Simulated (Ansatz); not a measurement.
CH5FOSi (`OC[SiH2]F`). The species carries charge 0 and has multiplicity 1.

Z-matrix (Å, degrees):
```
C
Si 1 1.876
O 1 1.422 2 111.4
H 1 1.095 2 109.6 3 -117.9
H 1 1.100 2 111.0 3 125.2
F 2 1.608 1 106.2 3 -54.9
H 2 1.486 1 112.2 3 -172.8
H 2 1.482 1 111.8 3 61.7
H 3 0.961 1 108.4 2 58.0
```

Question: What are the harmonic wavenumbers in cm⁻¹ at PBE0-D4/def2-TZVP (Ansatz, finite differences of forces, unscaled)? (An estimate is asked.)

Answer: The calculation gave: 83, 178, 287, 356, 568, 654, 727, 803, 852, 927, 958, 1070, 1159, 1295, 1386, 1455, 2232, 2252, 3004, 3085, 3855.

Question: Is this a minimum?

Answer: Yes, all 21 modes are real.

Question: Give the ideal-gas thermochemistry at 298.15 K and 1 bar (rigid rotor, harmonic oscillator; point group C1, symmetry number 1).

Answer: Zero-point energy 162.6 kJ/mol; H(298) − E = 180.1 kJ/mol; entropy 314.4 J/(mol·K), of which translation 163.5, rotation 106.0, vibration 44.9; G(298) − E = 86.3 kJ/mol. Modes under 100 cm⁻¹ are hindered rotations or soft bends, so the harmonic entropy is rough.

Question: And at 400, 500, 600, 800 and 1000 K?

Answer: 
```
T (K)  H − E (kJ/mol)  S (J/mol/K)  G − E (kJ/mol)
  400           189.9        342.7            52.8
  500           201.2        367.9            17.3
  600           213.9        391.0           -20.7
  800           242.3        431.6          -103.1
 1000           273.6        466.5          -193.0
```

Question: Rotational constants (cm⁻¹)?

Answer: 0.3469, 0.1298, 0.1051.
